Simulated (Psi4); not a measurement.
Br4Si (SMILES Br[Si](Br)(Br)Br), singlet, at a GFN2-xTB geometry. Base run: TPSS/STO-3G run with Psi4 1.11.

Geometry (Å):
```xyz
5

Br    -1.1732    -1.4749    -1.1531
Si     0.0000     0.0000     0.0000
Br    -1.1059     1.9105     0.0926
Br     1.9495     0.3247    -0.9877
Br     0.3296    -0.7602     2.0482
```
All else is at Psi4's defaults (density fitting).
Base energy -10470.04645 Eh.

Variants of this job, named by their change:

```
change                                        ΔE vs base (mEh)  SCF cycles  grid points  basis functions
--------------------------------------------  ----------------  ----------  -----------  ---------------
base                                                     0.000           6        98014               81
dft_spherical_points = 434                              -0.167           6       140078               81
d_convergence = 1e-10                                    0.000           9        98014               81
scf_type = disk_df                                       0.000           6        98014               81
guess = sap                                              0.000           6        98014               81
dft_spherical_points = 194                               0.248           6        63602               81
dft_nuclear_scheme = becke                              -0.007           6        98034               81
scf_initial_accelerator = ediis                          0.000           6        98014               81
damping_percentage = 50                                 -0.007          57        98014               81
cholesky_tolerance = 1e-6 (with scf_type cd)             7.741           6        98014               81
diis_max_vecs = 15                                       0.000           6        98014               81
basis_guess = sto-3g                                     0.000           1        98014               81
dft_radial_points = 35                                  40.134           7        46452               81
```
